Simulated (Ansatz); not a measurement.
`[OH][GeH]([OH])[F]` → `[OH][Ge][F]` + H₂O at 700 K and 1 bar (germylene formation by 1,1-elimination).

Computed with Ansatz on PBE0-D4/def2-TZVP structures; ΔE is electronic, products minus reactants. CCSD(T)/CBS is the MP2 limit (def2-TZVPP, def2-QZVPP) plus CCSD(T) − MP2 in def2-TZVPP, frozen cores. This one scheme is used for every species. For Ge outer-core shells are correlated without core-valence functions, which leaves a few kJ/mol of doubt a bond. Scalar relativity is left out up to krypton. One conformer a species, not always the lowest.

```tsv
species	CCSD(T)/CBS energy (Eh)	H − E (kJ/mol)	S (J/(mol·K))
`[OH][GeH]([OH])[F]`	-2328.15335	162.4	416.6
`[OH][Ge][F]`	-2251.74560	79.1	334.9
H₂O	-76.37941	80.5	218.4
```

H − E and S are ideal-gas, rigid-rotor, harmonic terms from PBE0-D4/def2-TZVP, for one conformer and one mirror image of each species. 1 Eh = 2625.50 kJ/mol, R = 8.31446 J/(mol·K).

Problem. By hand: ΔE, ΔH, ΔS and ΔG.

Solution. ΔE = (-2251.74560) + (-76.37941) − (-2328.15335) = 0.02834 Eh = 74.4 kJ/mol. Δ(H − E) = 79.1 + 80.5 − 162.4 = -2.8, so ΔH = 71.6 kJ/mol. ΔS = 334.9 + 218.4 − 416.6 = 136.7 J/(mol·K). ΔG = 71.6 − 700 × (136.7)/1000 = -24.1 kJ/mol.

Problem. By hand: the equilibrium constant, and the temperature at which ΔG would vanish if ΔH and ΔS stayed fixed.

Solution. log₁₀ K = −ΔG/(RT ln 10) = 1.8. ΔG = 0 at ΔH/ΔS = 524 K.

The number of gas molecules changes by +1, which sets the sign of ΔS. A doubt of 5 kJ/mol in ΔE shifts log₁₀ K by 0.4 here. Other conformers and mirror images would add mixing entropy, several J/(mol·K) or more a flexible species. These are equilibria of isolated gas molecules and say nothing of rates. Largest T1 diagnostic: 0.015 (customary marks: 0.02 for closed shells, 0.045 for open ones).
